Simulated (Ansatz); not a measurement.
closo-2-SB6 (no H on S) (B₆H₆S). Total charge 0; singlet. Geometry PBE0-D4/def2-SVP, basis def2-TZVP, Ansatz.

```xyz
13

B    -0.8174    0.0155   -1.2649
B    -0.8040   -0.7326    0.4875
B     0.3462    0.4445    1.1403
B     1.0947   -0.8840    0.5371
B     0.8278    0.6579   -0.5501
B    -0.8027    0.9849    0.0576
S     0.4300   -1.3468   -1.1286
H    -1.4716    0.0356   -2.2669
H    -1.5638   -1.5747    0.8734
H     0.6649    0.8713    2.2134
H     1.9651   -1.5810    0.9718
H     1.6854    1.1939   -1.1925
H    -1.5547    1.9154    0.1217
```

| run | HOMO (eV) | LUMO (eV) |
| --- | --- | --- |
| A | -7.09 | -3.18 |
| B | -10.44 | -0.13 |
| C | -7.29 | -3.00 |
| D | -7.70 | -2.67 |
| E | -8.20 | -2.27 |
| F | -10.63 | 1.35 |

Task: The runs used HF, PBE, PBE0, r2SCAN, r2SCANh, ωB97X-V. Estimate which is which.

Result: A PBE (0 % exact exchange); B ωB97X-V (range-separated); C r2SCAN (0 % exact exchange); D r2SCANh (10 % exact exchange); E PBE0 (25 % exact exchange); F HF (100 % exact exchange). Exact exchange lowers occupied and raises empty levels; among semilocal functionals meta-GGAs tend to open the gap a little, and such runs are hard to tell apart. The gap grows from 3.91 eV (PBE) to 11.97 eV (HF).
